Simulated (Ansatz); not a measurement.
# Abstraction of H: SnH3(SeH) + BH(OH) → SnH2(SeH) + BH2(OH)

Gas-phase species: SnH3(SeH), singlet; BH(OH), doublet; SnH2(SeH), doublet; BH2(OH), singlet. A radical takes H: the energy is the difference in strength between the Sn–H bond broken and the B–H bond made.

Shapes, held fixed at every level: PBE0-D4/def2-TZVP. Flexible molecules stand in one conformer, not always the lowest. Programs: Ansatz 0.2.0. The zero-point and thermal change to 298 K, harmonic and unscaled (PBE0-D4/def2-TZVP), is +8.2 kJ/mol.

(1) Estimate ΔH(298 K) of this reaction.

## Answers

(1) The highest level, CCSD(T)/def2-TZVPP, gives ΔH(298 K) = -124.7 kJ/mol; the levels span -136.4 to -112.0. The column of differences is taken from that level and isn't an error. No measured value is set beside it here. Open shells run unrestricted. For atoms past krypton def2 sets carry core potentials with scalar relativity. Relativity is left out for Se. Outer-core shells of Se, Sn are correlated, in sets that cover them unevenly.

```tsv
level	kind	ΔH(298 K) (kJ/mol)	less CCSD(T)/def2-TZVPP
MP2/def2-TZVPP	perturbation theory	-124.1	+0.6
HF/def2-SVP	Hartree–Fock	-116.0	+8.7
HF/def2-TZVPP	Hartree–Fock	-112.0	+12.7
B3LYP-D4/def2-TZVPP	global hybrid	-136.4	-11.7
BHLYP-D4/def2-TZVPP	global hybrid	-130.9	-6.2
wB97M-V/def2-TZVPP	range-separated hybrid	-134.9	-10.2
CCSD/def2-TZVPP	coupled cluster or CI	-124.2	+0.5
CCSD(T)/def2-TZVPP	coupled cluster or CI	-124.7	0.0
```
